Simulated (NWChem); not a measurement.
System: C$_{3}$H$_{9}$Ga; SMILES [CH3][Ga]([CH3])[CH3]

NWChem input:

```
start job
memory heap 200 mb stack 900 mb global 1100 mb
geometry units angstroms
  Ga    -0.000142     0.000033     0.000047
  C     -1.419029    -1.461605    -0.189526
  H     -1.450089    -1.847724    -1.212680
  H     -2.416253    -1.073046     0.037099
  H     -1.223655    -2.302564     0.481324
  C     -0.161362     1.729426    -1.081087
  H      0.724662     1.888415    -1.702654
  H     -0.249826     2.597315    -0.420922
  H     -1.035821     1.715476    -1.737219
  C      1.580917    -0.267954     1.270441
  H      2.244482     0.600998     1.277280
  H      2.172864    -1.141469     0.981564
  H      1.237213    -0.438128     2.295003
end
basis spherical
  * library def2-svp
end
dft
  xc pbe0
  iterations 150
end
driver
  maxiter 120
end
task dft optimize
task dft freq
```

Output (shortened):

```
             Northwest Computational Chemistry Package (NWChem) 7.3.0
             --------------------------------------------------------

 C1  symmetry detected

                             Geometry "geometry" -> ""
                             -------------------------

 Output coordinates in angstroms (scale by  1.889725989 to convert to a.u.)

  No.       Tag          Charge          X              Y              Z
 ---- ---------------- ---------- -------------- -------------- --------------
    1 Ga                  31.0000    -0.00010274     0.00005525    -0.00015803
    2 C                    6.0000    -0.79964427     1.88321674    -0.00001328
    3 H                    1.0000    -1.39166247     2.05788329     0.90326008
    4 H                    1.0000    -1.46791097     2.02652376    -0.85422368
    5 H                    1.0000    -0.02268701     2.65107721    -0.04638642
    6 C                    6.0000    -1.23065095    -1.63438462     0.00028215
    7 H                    1.0000    -1.02959574    -2.27750139     0.86204731
    8 H                    1.0000    -1.07543605    -2.24184078    -0.89625584
    9 H                    1.0000    -2.28482176    -1.34621220     0.03288441
   10 C                    6.0000     2.03052914    -0.24894198     0.00008662
   11 H                    1.0000     2.30709320    -1.30662435    -0.01613646
   12 H                    1.0000     2.48134164     0.20345408     0.88833519
   13 H                    1.0000     2.48546060     0.23218685    -0.87075856

 Effective nuclear repulsion energy (a.u.)     262.6825225115

                                Z-matrix (autoz)
                                --------

 Units are Angstrom for bonds and degrees for angles

[...]

      ----------------------
      Optimization converged
      ----------------------

  Step       Energy      Delta E   Gmax     Grms     Xrms     Xmax
  ---- ---------------- -------- -------- -------- -------- --------
@    5   -2043.85484863 -4.0D-07  0.00005  0.00002  0.00043  0.00104
                                     ok       ok       ok       ok

                                Z-matrix (autoz)
                                --------

 Units are Angstrom for bonds and degrees for angles

[...]

 Rotational Constants
 --------------------
 A=   0.163571 cm-1  (  0.235337 K)
 B=   0.163522 cm-1  (  0.235267 K)
 C=   0.085693 cm-1  (  0.123291 K)

 Temperature                      =   298.15K
 frequency scaling parameter      =   1.0000

 Zero-Point correction to Energy  =   66.588 kcal/mol  (  0.106115 au)
 Thermal correction to Energy     =   72.090 kcal/mol  (  0.114884 au)
 Thermal correction to Enthalpy   =   72.683 kcal/mol  (  0.115827 au)

 Total Entropy                    =   96.433 cal/mol-K
   - Translational                =   40.091 cal/mol-K (mol. weight = 113.9961)
   - Rotational                   =   26.045 cal/mol-K (symmetry #  =        1)
   - Vibrational                  =   30.297 cal/mol-K

 Cv (constant volume heat capacity) =   27.291 cal/mol-K
   - Translational                  =    2.979 cal/mol-K
   - Rotational                     =    2.979 cal/mol-K
   - Vibrational                    =   21.332 cal/mol-K

[normal modes left out]

 ----------------------------------------------------------------------------
 Normal Eigenvalue ||           Projected Infra Red Intensities
  Mode   [cm**-1]  || [atomic units] [(debye/angs)**2] [(KM/mol)] [arbitrary]
 ------ ---------- || -------------- ----------------- ---------- -----------
    1       -0.000 ||    0.000000           0.000         0.000       0.000
    2       -0.000 ||    0.000000           0.000         0.000       0.000
    3        0.000 ||    0.000000           0.000         0.000       0.000
    4        0.000 ||    0.000000           0.000         0.000       0.000
    5        0.000 ||    0.000000           0.000         0.000       0.000
    6        0.000 ||    0.000000           0.000         0.000       0.000
    7       18.953 ||    0.000000           0.000         0.000       0.000
    8       19.695 ||    0.000001           0.000         0.001       0.000
    9       41.426 ||    0.000296           0.007         0.289       0.247
   10      150.823 ||    0.003569           0.082         3.479       2.981
   11      150.913 ||    0.003585           0.083         3.495       2.995
   12      156.095 ||    0.002415           0.056         2.354       2.017
   13      524.388 ||    0.000001           0.000         0.001       0.000
   14      579.318 ||    0.048267           1.114        47.053      40.319
   15      579.450 ||    0.048583           1.121        47.361      40.583
   16      602.312 ||    0.000031           0.001         0.030       0.026
   17      602.419 ||    0.000314           0.007         0.306       0.262
   18      649.643 ||    0.000000           0.000         0.000       0.000
   19      732.654 ||    0.073455           1.695        71.607      61.359
   20      764.361 ||    0.082298           1.899        80.228      68.746
   21      764.433 ||    0.082209           1.897        80.142      68.672
   22     1212.110 ||    0.023892           0.551        23.291      19.957
   23     1212.127 ||    0.023864           0.551        23.264      19.935
   24     1215.917 ||    0.000001           0.000         0.001       0.001
   25     1422.875 ||    0.001345           0.031         1.311       1.124
   26     1422.907 ||    0.001343           0.031         1.309       1.122
   27     1425.651 ||    0.000018           0.000         0.017       0.015
   28     1429.091 ||    0.000004           0.000         0.004       0.004
   29     1429.171 ||    0.000009           0.000         0.009       0.008
   30     1431.026 ||    0.008237           0.190         8.029       6.880
   31     3047.163 ||    0.008335           0.192         8.125       6.962
   32     3047.202 ||    0.008340           0.192         8.130       6.967
   33     3048.473 ||    0.000005           0.000         0.005       0.004
   34     3139.638 ||    0.000039           0.001         0.038       0.033
   35     3139.668 ||    0.000134           0.003         0.131       0.112
   36     3139.816 ||    0.019283           0.445        18.798      16.108
   37     3167.198 ||    0.007904           0.182         7.705       6.602
   38     3167.282 ||    0.006167           0.142         6.012       5.152
   39     3167.301 ||    0.012939           0.299        12.614      10.808
 ----------------------------------------------------------------------------
```

Level: PBE0/def2-SVP.
